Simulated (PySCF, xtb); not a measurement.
Bi(F)2(TeH) (BiF2HTe), SMILES [F][Bi]([F])[TeH].

GFN2-xTB (xtb) at its own geometry gives an orbital gap of 4.63 eV and a dipole moment of 7.45 D.

The structure is a stationary point at B3LYP-D3(BJ)/def2-SVP. The def2 effective core potentials stand for the cores of Bi, Te; spin–orbit coupling is left out.

Problem. What does HF/def2-TZVP in PySCF give? (Estimate from the structure and the level; the computed values follow.)

Solution. gap 9.69 eV (levels -9.23 and 0.46 eV), dipole 5.07 D.
